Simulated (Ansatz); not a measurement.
```yaml
crystal:
  periodic: [false, false, false]
  atoms:
    - {symbol: Cl, position_ang: [-1.677193, 0.265391, 1.133019]}
    - {symbol: C, position_ang: [-0.239689, 0.574356, 0.115525]}
    - {symbol: C, position_ang: [0.471375, -0.695884, -0.157490]}
    - {symbol: Se, position_ang: [0.985355, -1.218698, -1.743462]}
    - {symbol: H, position_ang: [-0.565609, 1.063742, -0.799377]}
    - {symbol: H, position_ang: [0.403354, 1.249619, 0.687188]}
    - {symbol: H, position_ang: [0.683507, -1.306425, 0.718997]}
basis:
  gaussian: {orbitals: def2-TZVPP, fitting: {mean_field: def2-universal-jkfit}}
total_charge: 1
magnetization: {spin_polarized: true, initial_magnetization: 1}
hamiltonian: {xc: {name: HF}}
correlation: {method: mp2, frozen_orbitals: {Cl: 9}}
```

```sh
$ ansatz run in.yaml --threads 2 --pin off --events-out ev --progress --plain --max-ram 4352MiB
```

(1) How does Ansatz answer? (An estimate is asked.)

## Answers

(1) Ansatz gave: The input was rejected before any iteration.
```
Functional definition: HF
Error: "frozen_orbitals" has no count for C
```
